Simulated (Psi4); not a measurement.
A dimer, CH2O ··· CH2O2 (SMILES C=O and O=CO); the first 4 atoms form monomer A.

```
9

C     -0.0058     0.0007     0.0002
O      1.1829    -0.1342    -0.0764
H     -0.6998    -0.8606    -0.0557
H     -0.4773     0.9941     0.1318
O     -4.0590     0.1045     0.1503
C     -4.1319     1.3753    -0.2806
O     -4.9696     1.8063    -1.0186
H     -4.8003    -0.3846    -0.2444
H     -3.3056     1.9567     0.1477
```

Q: What interaction energy does SAPT0/jun-cc-pVDZ, frozen core (Psi4) give, and which attractive term is the largest?

A: Total 0.22 kJ/mol: electrostatics 1.29, exchange 0.56, induction -0.28, dispersion -1.34. The most attractive term is dispersion.
